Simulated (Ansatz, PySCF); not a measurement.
GeF₄, SMILES [F][Ge]([F])([F])[F].

Coordinates come from a PBE0-D3(BJ)/def2-SVP optimisation. The isomer is the one that the SMILES or the coordinates give; other isomers of the formula were not compared.

Vertical ionisation energy (IE) and electron affinity (EA) in eV. Rows of orbital energies are one-electron estimates. Where ΔSCF, EOM or ADC give a negative EA the extra electron is unbound and the value depends on the basis.

```tsv
level	IE	EA
−ε(HOMO), −ε(LUMO), M06-2X/def2-TZVP (PySCF)	14.94	0.56
ΔSCF, CAM-B3LYP/def2-TZVPD (Ansatz), final states of multiplicity 2 and 2	15.72	0.28
```

Q: What vertical singlet–triplet gap does ΔSCF give with CAM-B3LYP/def2-TZVPD (Ansatz, a program for electronic structure)? (The exact figures need the calculation; the answer reports its results.)

A: 8.79 eV (triplet above singlet where positive).
